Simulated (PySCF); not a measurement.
Electronic structure of Kr³⁺ (krypton, charge +3) at the PBE level

Configuration: [Ar] 3d10 4s2 4p3, high-spin 4S determinant. Calculation: PySCF 2.14, in aug-cc-pVTZ-PP with one added diffuse shell each of s, d, f type with ECP10MDF (7s5p5d3f, 68 functions); a scalar-relativistic core potential.

```
Total energy                : -460.8571 hartree
One-electron energy         : -771.7872 hartree
Hartree (Coulomb) energy    : 343.1054 hartree
Exchange-correlation energy : -32.1753 hartree
⟨S²⟩                        : 3.7503
⟨L²⟩                        : 0.000
Sum of ⟨r⟩                  : 17.73 bohr
Sum of ⟨r²⟩                 : 20.62 bohr²
```

```json
{"shell": "3s α", "electrons": "1", "mean orbital energy (eV)": "-291.04", "rms radius, mean of both spins (bohr)": "0.572"}
{"shell": "3s β", "electrons": "1", "mean orbital energy (eV)": "-290.64", "rms radius, mean of both spins (bohr)": "0.572"}
{"shell": "3p α", "electrons": "3", "mean orbital energy (eV)": "-235.28", "rms radius, mean of both spins (bohr)": "0.587"}
{"shell": "3p β", "electrons": "3", "mean orbital energy (eV)": "-234.85", "rms radius, mean of both spins (bohr)": "0.587"}
{"shell": "3d α", "electrons": "5", "mean orbital energy (eV)": "-123.22", "rms radius, mean of both spins (bohr)": "0.605"}
{"shell": "3d β", "electrons": "5", "mean orbital energy (eV)": "-122.68", "rms radius, mean of both spins (bohr)": "0.605"}
{"shell": "4s α", "electrons": "1", "mean orbital energy (eV)": "-60.431", "rms radius, mean of both spins (bohr)": "1.56"}
{"shell": "4s β", "electrons": "1", "mean orbital energy (eV)": "-56.815", "rms radius, mean of both spins (bohr)": "1.56"}
{"shell": "4p α", "electrons": "3", "mean orbital energy (eV)": "-44.622", "rms radius, mean of both spins (bohr)": "1.77"}
```

Energies and moments cover only the electrons outside the core potential.
